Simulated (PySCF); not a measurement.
BH3N, SMILES [BH]N, multiplicity 2. Atoms are numbered in the order given.

```xyz
5

B      0.2175     0.8270     0.0000
N     -0.0298    -0.5245     0.0000
H     -0.6204     1.6794     0.0000
H     -0.9581    -0.9245     0.0000
H      0.6995    -1.2185     0.0000
```
Charge 0, spin multiplicity 2.

Geometry: PBE0-D3(BJ)/def2-TZVP. The isomer is the one that the SMILES or the coordinates give; other isomers of the formula were not compared.

These are PySCF with PBE0/def2-TZVPD values and carry that method's errors.

Mulliken values depend strongly on the basis, most of all with diffuse functions as here. ESP charges are fitted to the potential on shells at 1.4 to 2.0 van der Waals radii. Atomic charges (e):

```tsv
atom	meta-Löwdin	ESP fit	Mulliken	Mulliken spin
B1	-0.08	-0.17	-0.17	0.87
N2	-0.42	-0.50	-0.24	0.01
H3	0.01	0.06	0.02	0.05
H4	0.24	0.31	0.20	0.05
H5	0.25	0.30	0.19	0.02
```
